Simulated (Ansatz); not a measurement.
`[NH2][W](=[O])([F])=[S]` + H–F → `[O]=[W]([F])([F])=[S]` + NH₃  (ligand exchange at a W–N bond)

Gas-phase electronic energies from Ansatz, PBE0-D4/def2-TZVP geometries. CCSD(T)/CBS adds triple-zeta CCSD(T) − MP2 to the extrapolated MP2 energy (def2 sets, frozen cores). This one scheme is used for every species. DFT in def2-TZVPP. def2 core potentials past Kr. For W outer-core shells are correlated without core-valence functions, which leaves a few kJ/mol of doubt a bond. Each species was taken in one conformer, which may not be the lowest.

```tsv
species	revPBE energy (Eh)
`[NH2][W](=[O])([F])=[S]`	-696.58232
H–F	-100.45745
`[O]=[W]([F])([F])=[S]`	-740.48924
NH₃	-56.56749
```

Problem. Work out ΔE.

Solution. ΔE = (-740.48924) + (-56.56749) − (-696.58232) − (-100.45745) = -0.01696 Eh = -10.6 kcal/mol. CCSD(T)/CBS gives -5.5 kcal/mol.

Largest T1 diagnostic among the species: 0.023, so the coupled-cluster value is less sure than usual.

At CCSD(T), def2-SVP lies −2.2 kcal/mol from the extrapolated value and def2-TZVPP −0.5 kcal/mol. Leaving LDA and LC-ωPBE aside and taking each functional with its dispersion term where it has one, the values, not all of them listed here, spread over 5.4 kcal/mol, from B97M-V to PBE-QIDH. LDA lies +3.0 kcal/mol from PBE without D4. The D4 term adds +1.6 kcal/mol with B3LYP and +0.9 kcal/mol with PBE0; it sums over pairs of atoms, weighted by their polarisabilities, and B3LYP, whose exchange is more repulsive, gets the larger term.

B3LYP here is the variant with VWN-RPA as its local correlation; programs differ in this.
